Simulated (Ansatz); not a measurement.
# Molecular dynamics of ClH5O2Si

Input file:

```yaml
crystal:
  periodic: [false, false, false]
  atoms:
    - { symbol: Si, position_ang: [0.25874, 0.080647, -0.015408] }
    - { symbol: H, position_ang: [-0.299068, -0.041426, 1.58119] }
    - { symbol: O, position_ang: [1.833712, -0.260361, -0.142429] }
    - { symbol: H, position_ang: [2.033643, -1.153511, -0.386337] }
    - { symbol: H, position_ang: [-0.485263, 1.038976, -0.808667] }
    - { symbol: O, position_ang: [-0.433663, -1.394587, -0.289046] }
    - { symbol: H, position_ang: [-1.34807, -1.476526, -0.509913] }
    - { symbol: Cl, position_ang: [0.915197, 2.211852, 1.281943] }
    - { symbol: H, position_ang: [0.08637, 0.743936, 1.668269] }
basis:
  gaussian: { orbitals: def2-SVP }
hamiltonian:
  xc: hf
md:
  timestep: 0.5
  n_steps: 200
  ensemble: nve
  temperature: 300.0
  initial_velocities: maxwell_boltzmann
  seed: 2155
```

Launched with:

```bash
$ ansatz run input.yaml --threads 1 --pin off --max-ram 2048MiB --backend cpu --events-out ev --progress --plain --runs-dir out
```

It starts at the highest image of a converged band. Of that band: A structure lower than the last end lies on the path between it and the top, so the climb from that side starts below the end, which may itself be a saddle point or a shallow side well. Neighbouring images differ by up to 2.0 eV, so the band resolves the path poorly. A vibrational analysis at the climbing image gives one clearly imaginary mode, 952i cm⁻¹: a first-order saddle point.

Output, in part (one step line in 3, the closing report, with atoms numbered from 0):

```
md step     0: t =     0.00 fs  T =   300.0 K  F+E_penalty+E_count = -24509.84515680 eV  E_kin = 0.271446 eV  conserved = -24509.57371080 eV  (28 SCF iters)
md step     3: t =     1.50 fs  T =   241.1 K  F+E_penalty+E_count = -24509.79010163 eV  E_kin = 0.218137 eV  conserved = -24509.57196506 eV  (24 SCF iters)
md step     6: t =     3.00 fs  T =   226.2 K  F+E_penalty+E_count = -24509.77751934 eV  E_kin = 0.204680 eV  conserved = -24509.57283940 eV  (23 SCF iters)
md step     9: t =     4.50 fs  T =   187.8 K  F+E_penalty+E_count = -24509.74291603 eV  E_kin = 0.169953 eV  conserved = -24509.57296338 eV  (24 SCF iters)
md step    12: t =     6.00 fs  T =   112.6 K  F+E_penalty+E_count = -24509.67339276 eV  E_kin = 0.101908 eV  conserved = -24509.57148512 eV  (24 SCF iters)
md step    15: t =     7.50 fs  T =   152.8 K  F+E_penalty+E_count = -24509.71126728 eV  E_kin = 0.138293 eV  conserved = -24509.57297395 eV  (24 SCF iters)
md step    18: t =     9.00 fs  T =   174.6 K  F+E_penalty+E_count = -24509.72984099 eV  E_kin = 0.157966 eV  conserved = -24509.57187462 eV  (24 SCF iters)
md step    21: t =    10.50 fs  T =   293.3 K  F+E_penalty+E_count = -24509.83696449 eV  E_kin = 0.265353 eV  conserved = -24509.57161156 eV  (22 SCF iters)
md step    24: t =    12.00 fs  T =   545.4 K  F+E_penalty+E_count = -24510.06650670 eV  E_kin = 0.493448 eV  conserved = -24509.57305877 eV  (22 SCF iters)
md step    27: t =    13.50 fs  T =   749.9 K  F+E_penalty+E_count = -24510.25346282 eV  E_kin = 0.678555 eV  conserved = -24509.57490748 eV  (22 SCF iters)
md step    30: t =    15.00 fs  T =   703.4 K  F+E_penalty+E_count = -24510.21233196 eV  E_kin = 0.636495 eV  conserved = -24509.57583733 eV  (22 SCF iters)
md step    33: t =    16.50 fs  T =   630.5 K  F+E_penalty+E_count = -24510.14008112 eV  E_kin = 0.570475 eV  conserved = -24509.56960655 eV  (21 SCF iters)
md step    36: t =    18.00 fs  T =  1062.8 K  F+E_penalty+E_count = -24510.53937829 eV  E_kin = 0.961631 eV  conserved = -24509.57774767 eV  (22 SCF iters)
md step    39: t =    19.50 fs  T =  1143.5 K  F+E_penalty+E_count = -24510.61020389 eV  E_kin = 1.034653 eV  conserved = -24509.57555131 eV  (23 SCF iters)
md step    42: t =    21.00 fs  T =   968.0 K  F+E_penalty+E_count = -24510.44743588 eV  E_kin = 0.875843 eV  conserved = -24509.57159282 eV  (24 SCF iters)
md step    45: t =    22.50 fs  T =  1070.5 K  F+E_penalty+E_count = -24510.54005478 eV  E_kin = 0.968617 eV  conserved = -24509.57143740 eV  (24 SCF iters)
md step    48: t =    24.00 fs  T =  1472.2 K  F+E_penalty+E_count = -24510.90699024 eV  E_kin = 1.332053 eV  conserved = -24509.57493760 eV  (28 SCF iters)
md step    51: t =    25.50 fs  T =  1706.9 K  F+E_penalty+E_count = -24511.12168927 eV  E_kin = 1.544404 eV  conserved = -24509.57728505 eV  (22 SCF iters)
md step    54: t =    27.00 fs  T =  1615.2 K  F+E_penalty+E_count = -24511.03136223 eV  E_kin = 1.461457 eV  conserved = -24509.56990537 eV  (22 SCF iters)
md step    57: t =    28.50 fs  T =  1882.3 K  F+E_penalty+E_count = -24511.27982737 eV  E_kin = 1.703133 eV  conserved = -24509.57669435 eV  (22 SCF iters)
md step    60: t =    30.00 fs  T =  1934.3 K  F+E_penalty+E_count = -24511.32659121 eV  E_kin = 1.750165 eV  conserved = -24509.57642582 eV  (23 SCF iters)
md step    63: t =    31.50 fs  T =  1619.5 K  F+E_penalty+E_count = -24511.03816503 eV  E_kin = 1.465368 eV  conserved = -24509.57279711 eV  (23 SCF iters)
md step    66: t =    33.00 fs  T =  1467.9 K  F+E_penalty+E_count = -24510.89845874 eV  E_kin = 1.328141 eV  conserved = -24509.57031764 eV  (35 SCF iters)
md step    69: t =    34.50 fs  T =  1781.2 K  F+E_penalty+E_count = -24511.18509825 eV  E_kin = 1.611625 eV  conserved = -24509.57347295 eV  (24 SCF iters)
md step    72: t =    36.00 fs  T =  2137.9 K  F+E_penalty+E_count = -24511.51258331 eV  E_kin = 1.934434 eV  conserved = -24509.57814957 eV  (28 SCF iters)
md step    75: t =    37.50 fs  T =  1959.5 K  F+E_penalty+E_count = -24511.34672149 eV  E_kin = 1.772985 eV  conserved = -24509.57373658 eV  (25 SCF iters)
md step    78: t =    39.00 fs  T =  1911.6 K  F+E_penalty+E_count = -24511.30009951 eV  E_kin = 1.729685 eV  conserved = -24509.57041415 eV  (25 SCF iters)
md step    81: t =    40.50 fs  T =  2257.0 K  F+E_penalty+E_count = -24511.62064214 eV  E_kin = 2.042164 eV  conserved = -24509.57847848 eV  (27 SCF iters)
md step    84: t =    42.00 fs  T =  2124.1 K  F+E_penalty+E_count = -24511.49611482 eV  E_kin = 1.921896 eV  conserved = -24509.57421895 eV  (33 SCF iters)
md step    87: t =    43.50 fs  T =  1882.7 K  F+E_penalty+E_count = -24511.27589715 eV  E_kin = 1.703487 eV  conserved = -24509.57240996 eV  (34 SCF iters)
md step    90: t =    45.00 fs  T =  1868.8 K  F+E_penalty+E_count = -24511.26159819 eV  E_kin = 1.690958 eV  conserved = -24509.57064054 eV  (34 SCF iters)
md step    93: t =    46.50 fs  T =  2254.0 K  F+E_penalty+E_count = -24511.61476790 eV  E_kin = 2.039460 eV  conserved = -24509.57530821 eV  (33 SCF iters)
md step    96: t =    48.00 fs  T =  2401.2 K  F+E_penalty+E_count = -24511.75201469 eV  E_kin = 2.172650 eV  conserved = -24509.57936489 eV  (32 SCF iters)
md step    99: t =    49.50 fs  T =  2065.0 K  F+E_penalty+E_count = -24511.43611931 eV  E_kin = 1.868457 eV  conserved = -24509.56766263 eV  (32 SCF iters)
md step   102: t =    51.00 fs  T =  2314.5 K  F+E_penalty+E_count = -24511.67231380 eV  E_kin = 2.094228 eV  conserved = -24509.57808537 eV  (32 SCF iters)
md step   105: t =    52.50 fs  T =  2259.0 K  F+E_penalty+E_count = -24511.61936395 eV  E_kin = 2.044003 eV  conserved = -24509.57536086 eV  (33 SCF iters)
md step   108: t =    54.00 fs  T =  1962.9 K  F+E_penalty+E_count = -24511.34757830 eV  E_kin = 1.776113 eV  conserved = -24509.57146483 eV  (34 SCF iters)
md step   111: t =    55.50 fs  T =  1947.6 K  F+E_penalty+E_count = -24511.33450873 eV  E_kin = 1.762252 eV  conserved = -24509.57225658 eV  (33 SCF iters)
md step   114: t =    57.00 fs  T =  2187.8 K  F+E_penalty+E_count = -24511.55239466 eV  E_kin = 1.979556 eV  conserved = -24509.57283832 eV  (37 SCF iters)
md step   117: t =    58.50 fs  T =  2469.1 K  F+E_penalty+E_count = -24511.81302164 eV  E_kin = 2.234112 eV  conserved = -24509.57890965 eV  (32 SCF iters)
md step   120: t =    60.00 fs  T =  2202.9 K  F+E_penalty+E_count = -24511.56475070 eV  E_kin = 1.993217 eV  conserved = -24509.57153402 eV  (35 SCF iters)
md step   123: t =    61.50 fs  T =  2269.2 K  F+E_penalty+E_count = -24511.62553931 eV  E_kin = 2.053225 eV  conserved = -24509.57231406 eV  (34 SCF iters)
md step   126: t =    63.00 fs  T =  2578.2 K  F+E_penalty+E_count = -24511.91246942 eV  E_kin = 2.332841 eV  conserved = -24509.57962807 eV  (35 SCF iters)
md step   129: t =    64.50 fs  T =  2233.5 K  F+E_penalty+E_count = -24511.59333754 eV  E_kin = 2.020917 eV  conserved = -24509.57242076 eV  (38 SCF iters)
md step   132: t =    66.00 fs  T =  1986.1 K  F+E_penalty+E_count = -24511.36824673 eV  E_kin = 1.797040 eV  conserved = -24509.57120632 eV  (38 SCF iters)
md step   135: t =    67.50 fs  T =  2119.3 K  F+E_penalty+E_count = -24511.48970595 eV  E_kin = 1.917592 eV  conserved = -24509.57211380 eV  (38 SCF iters)
md step   138: t =    69.00 fs  T =  2469.5 K  F+E_penalty+E_count = -24511.81001765 eV  E_kin = 2.234430 eV  conserved = -24509.57558769 eV  (37 SCF iters)
md step   141: t =    70.50 fs  T =  2525.5 K  F+E_penalty+E_count = -24511.86335154 eV  E_kin = 2.285080 eV  conserved = -24509.57827152 eV  (36 SCF iters)
md step   144: t =    72.00 fs  T =  2237.3 K  F+E_penalty+E_count = -24511.59259875 eV  E_kin = 2.024389 eV  conserved = -24509.56820981 eV  (36 SCF iters)
md step   147: t =    73.50 fs  T =  2494.3 K  F+E_penalty+E_count = -24511.83465892 eV  E_kin = 2.256874 eV  conserved = -24509.57778482 eV  (36 SCF iters)
md step   150: t =    75.00 fs  T =  2435.8 K  F+E_penalty+E_count = -24511.77956445 eV  E_kin = 2.203948 eV  conserved = -24509.57561632 eV  (37 SCF iters)
md step   153: t =    76.50 fs  T =  2117.5 K  F+E_penalty+E_count = -24511.48732335 eV  E_kin = 1.915951 eV  conserved = -24509.57137231 eV  (38 SCF iters)
md step   156: t =    78.00 fs  T =  2106.2 K  F+E_penalty+E_count = -24511.47740061 eV  E_kin = 1.905688 eV  conserved = -24509.57171260 eV  (37 SCF iters)
md step   159: t =    79.50 fs  T =  2381.4 K  F+E_penalty+E_count = -24511.72909087 eV  E_kin = 2.154763 eV  conserved = -24509.57432771 eV  (37 SCF iters)
md step   162: t =    81.00 fs  T =  2561.2 K  F+E_penalty+E_count = -24511.89498552 eV  E_kin = 2.317466 eV  conserved = -24509.57751918 eV  (36 SCF iters)
md step   165: t =    82.50 fs  T =  2372.6 K  F+E_penalty+E_count = -24511.71731394 eV  E_kin = 2.146741 eV  conserved = -24509.57057322 eV  (37 SCF iters)
md step   168: t =    84.00 fs  T =  2525.5 K  F+E_penalty+E_count = -24511.86021157 eV  E_kin = 2.285166 eV  conserved = -24509.57504574 eV  (22 SCF iters)
md step   171: t =    85.50 fs  T =  2642.4 K  F+E_penalty+E_count = -24511.96820144 eV  E_kin = 2.390923 eV  conserved = -24509.57727844 eV  (22 SCF iters)
md step   174: t =    87.00 fs  T =  2296.3 K  F+E_penalty+E_count = -24511.65101977 eV  E_kin = 2.077762 eV  conserved = -24509.57325741 eV  (23 SCF iters)
md step   177: t =    88.50 fs  T =  2035.5 K  F+E_penalty+E_count = -24511.41185209 eV  E_kin = 1.841757 eV  conserved = -24509.57009469 eV  (23 SCF iters)
md step   180: t =    90.00 fs  T =  2260.6 K  F+E_penalty+E_count = -24511.61860684 eV  E_kin = 2.045414 eV  conserved = -24509.57319323 eV  (23 SCF iters)
md step   183: t =    91.50 fs  T =  2577.6 K  F+E_penalty+E_count = -24511.90956431 eV  E_kin = 2.332273 eV  conserved = -24509.57729110 eV  (22 SCF iters)
md step   186: t =    93.00 fs  T =  2430.1 K  F+E_penalty+E_count = -24511.77396048 eV  E_kin = 2.198824 eV  conserved = -24509.57513604 eV  (22 SCF iters)
md step   189: t =    94.50 fs  T =  2242.7 K  F+E_penalty+E_count = -24511.59882773 eV  E_kin = 2.029243 eV  conserved = -24509.56958520 eV  (21 SCF iters)
md step   192: t =    96.00 fs  T =  2483.5 K  F+E_penalty+E_count = -24511.82476351 eV  E_kin = 2.247078 eV  conserved = -24509.57768526 eV  (22 SCF iters)
md step   195: t =    97.50 fs  T =  2360.1 K  F+E_penalty+E_count = -24511.71020991 eV  E_kin = 2.135453 eV  conserved = -24509.57475708 eV  (23 SCF iters)
md step   198: t =    99.00 fs  T =  2070.3 K  F+E_penalty+E_count = -24511.44571559 eV  E_kin = 1.873257 eV  conserved = -24509.57245883 eV  (37 SCF iters)
md step   200: t =   100.00 fs  T =  1968.0 K  F+E_penalty+E_count = -24511.35154468 eV  E_kin = 1.780705 eV  conserved = -24509.57083964 eV  (37 SCF iters)
Total energy: -24511.35154468 eV, -900.7755548763 hartree
Atom 0 at    -0.203955    -0.982475    -0.060389 Å, force     1.056612     0.008965    -1.074036 eV/Å
Atom 1 at    -0.309155    -1.677684     1.178314 Å, force    -0.433598    -0.557409     0.952304 eV/Å
Atom 2 at     1.343930    -0.456548    -0.215882 Å, force    -0.385818     0.539564    -0.707192 eV/Å
Atom 3 at     1.993271    -0.377777     0.439378 Å, force     0.653594    -0.011874     0.797947 eV/Å
Atom 4 at    -1.096295     0.178568    -0.115213 Å, force    -0.265268     0.045662    -0.075432 eV/Å
Atom 5 at    -0.383906    -2.038500    -1.297353 Å, force     0.137525    -0.019977    -1.537816 eV/Å
Atom 6 at     0.065636    -1.945421    -2.158603 Å, force    -0.770064    -0.000996     1.691345 eV/Å
Atom 7 at     1.438615     3.453710     1.829407 Å, force    -1.860685    -3.657307    -1.328835 eV/Å
Atom 8 at     0.802015     2.214174     1.370085 Å, force     1.867702     3.653372     1.281715 eV/Å
Dipole moment:     0.055725    -0.187361    -0.023013 e Å
```

All steps were run. The conserved energy stayed within 0.69 meV per atom of its start (net change 0.32 meV per atom), so the integration is sound. The kinetic energy rose, since the run started high on the potential surface and went downhill. It ends in pieces (ClH + H4O2Si), so much of that is their flight and rotation, not heat. A run of 0.1 ps of so small a system gives no equilibrium averages. The orbitals stay closed-shell, which can raise the energy where a bond breaks towards radicals; this wasn't checked here.

Between its relaxed ends the band would form Si1–Cl8, H2–H9 and break Si1–H2, Cl8–H9. These pairs go: Si1–Cl8 2.58 → 5.09 Å, H2–H9 0.88 → 4.05 Å, Si1–H2 1.70 → 1.42 Å, Cl8–H9 1.73 → 1.47 Å. In the last frame they stand as before the step (other bonds may differ from the relaxed reactants and products). It ends as ClH + H4O2Si. Pairs count as bonded within 1.25 times the sum of covalent radii (0.12 Å more for H–H).

Last frame:

```xyz
9
Properties=species:S:1:pos:R:3
Si -0.204 -0.983 -0.060
H -0.309 -1.678 1.178
O 1.344 -0.457 -0.216
H 1.993 -0.378 0.439
H -1.096 0.179 -0.115
O -0.384 -2.038 -1.297
H 0.066 -1.945 -2.159
Cl 1.439 3.454 1.829
H 0.802 2.214 1.370
```

Time of the run: 4.2 min on 1 thread of Arm Neoverse V2, on a shared host, peak memory 0.16 GiB.
